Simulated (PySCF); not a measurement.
# Dipole moment and polarisability of `C1CC(C2COC2)C1`

Species: C₇H₁₂O.
Geometry (PBE0-D3(BJ)/def2-SVP, Å), atoms numbered from 1 in this order:
```xyz
20
C7H12O angstrom
C      2.4540    0.1990   -0.0775
C      1.3349    1.2396   -0.2713
C      0.3148    0.1566    0.1408
C     -1.0239    0.0969   -0.5487
C     -2.0386   -0.9327   -0.0258
O     -2.9588    0.0857    0.3532
C     -2.0884    1.1143   -0.1071
C      1.3862   -0.9055   -0.1875
H      3.2816    0.1905   -0.8021
H      2.8820    0.2488    0.9355
H      1.2143    1.5065   -1.3341
H      1.3735    2.1687    0.3174
H      0.1568    0.1955    1.2335
H     -0.8803    0.0568   -1.6408
H     -1.6908   -1.5309    0.8371
H     -2.4598   -1.6214   -0.7798
H     -2.5412    1.7198   -0.9125
H     -1.7716    1.7952    0.7051
H      1.2805   -1.2600   -1.2259
H      1.4677   -1.7828    0.4720
```

Level: PBE0/def2-SVPD (PySCF), static field, nuclei fixed, core orbitals frozen in the response. The polarisability tensor in these axes (au):

```
x   92.65  0.20 -0.17
y    0.20 83.91 -0.49
z   -0.17 -0.49 71.69
```

Problem. Diagonalise the tensor; give its mean and Δα, where Δα² is half the sum of the squared differences of the eigenvalues.

Solution. Principal values 71.67, 83.92 and 92.66 au; mean 82.75 au = 12.26 Å³ = 13.64 × 10⁻⁴⁰ C²·m²/J; Δα = 18.26 au (22 % of the mean).

Problem. What is the dipole moment, and where does it point?

Solution. (1.93, 0.02, -0.79) D, 2.08 D in size, pointing from the negative to the positive side. Measured along this direction, the outermost atoms are O6 at the negative end and H9 at the positive end.

Problem. Rayleigh depolarisation ratio (linearly polarised light, static tensor)?

Solution. ρ = 3Δα²/(45ᾱ² + 4Δα²) = 1000.7/(308141 + 1334.3) = 0.00323.

Problem. What are the principal values of the traceless quadrupole moment, Θ = ½Σq(3rr − r²1), about the centre of nuclear charge?

Solution. -10.95, 5.42, 5.53 D·Å. The values depend on the origin, since the dipole doesn't vanish. The electronic extent ⟨r²⟩ about the same centre is 1153 bohr², a root-mean-square distance of 2.28 Å for the 62 electrons.

Problem. Directions of the eigenvectors, and the extent of the frame along each?

Solution. Largest value along (1.00, 0.02, -0.01), where the nuclei span 6.25 Å; middle along (-0.02, 1.00, -0.04), 3.96 Å; least along (0.01, 0.04, 1.00), 2.89 Å. The response follows the extents in order.

Problem. In TDDFT the mean static polarisability is Σ f/ω² over all singlet excitations (ω in hartree). How much of it do the 6 lowest give? Their energies (eV) and oscillator strengths: 6.81, 0.0129; 6.95, 0.0073; 7.17, 0.0001; 7.24, 0.0052; 7.53, 0.0043; 7.90, 0.0009.

Solution. They add up to 0.46 au, 0.6 % of the 82.75 au; the largest single term is 0.21 au, from the state at 6.81 eV. Terms in order: 0.21, 0.11, 0.00, 0.07, 0.06, 0.01 au. Higher excitations give the rest. The strengths listed sum to 0.031.

One conformer (not necessarily the lowest) at the PBE0-D3(BJ)/def2-SVP geometry, without solvent, vibrations or thermal averaging.
